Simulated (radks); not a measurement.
Dynamic dipole polarisability and lines of the titanium ion Ti11+, [Ne] 3s1. Method: non-relativistic Kohn-Sham, LDA (Slater exchange, Perdew-Wang correlation), spin-polarised, spherical densities, point nucleus; open shells are filled with parallel spins first; computed with a radial shooting solver on a logarithmic mesh with Libxc functionals. Time-dependent linear response with the Hartree and adiabatic LDA kernel, continuum included through the Sternheimer equations. Lines are the poles of the dipole polarisability below minus the highest occupied eigenvalue, found on a grid refined at the orbital gaps; the lowest seven at most are given, and weak or close lines can be missed. The first line takes the name of the lowest orbital gap if no other gap lies below it; otherwise a line is named after a gap within 0.6 % of it, if that gap stands alone.

| photon energy (eV) | alpha (bohr^3) |
|---|---|
| 0 | 0.4684 |
| 4.591 | 0.4825 |
| 32.139 | -0.8793 |
| 59.686 | -0.08271 |
| 87.233 | -0.02265 |
| 114.78 | 0.009713 |
| 142.33 | 0.08166 |
| 169.88 | -0.01142 |
| 197.42 | 0.03507 |
| 224.97 | 0.02910 |
| 252.52 | -0.0008150 |

Lines (eV, oscillator strength): 26.300 (47.14 nm, 3s-3p), f = 0.416; 148.86 (8.329 nm, unassigned), f = 0.201; 200.92 (6.171 nm, 3s-5p), f = 0.0607; 226.82 (5.466 nm, 3s-6p), f = 0.0275; 241.71 (5.129 nm, 3s-7p), f = 0.0151; 251.08 (4.938 nm, 3s-8p), f = 0.00930; 257.36 (4.818 nm, unassigned), f = 0.00616. Higher lines, where found, are left out when the end of the mesh affects them. Those listed give 97 % of the static polarisability (sum of f/w^2). Orbital energy gaps for comparison: 3s-3p 24.547 eV; 3s-4p 149.89 eV; 3s-5p 201.31 eV; 3s-6p 227.02 eV; 3s-7p 241.82 eV. At laser wavelengths: 1550 nm 0.4689, 1064 nm 0.4693, 780 nm 0.4701, 532 nm 0.4720, 355 nm 0.4764, 266 nm 0.4829, 193 nm 0.4967 bohr^3.
